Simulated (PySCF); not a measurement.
Precursor series Mo Cl-F. Isolated molecules, 0 K electronic values unless said otherwise.

Level of theory: PySCF with PBE-D3(BJ)/def2-TZVP // TPSS-D3(BJ)/def2-SVP. All candidates: neutral, multiplicity 1. 

```yaml
LUMO: -6.36 eV
HOMO: -9.13 eV
dipole_moment: 0.96 D
```

Q: Say which member has these values.
A. [Mo(Cl)6]
B. [Mo(F)6]
C. [Mo(Cl)(F)5]
D. [Mo(Cl)5(F)]

A: C, [Mo(Cl)(F)5]. The others give [Mo(F)6]: -6.31 eV, -10.68 eV, 0.00 D; [Mo(Cl)5(F)]: -6.41 eV, -7.89 eV, 0.75 D; [Mo(Cl)6]: -6.29 eV, -7.84 eV, 0.00 D
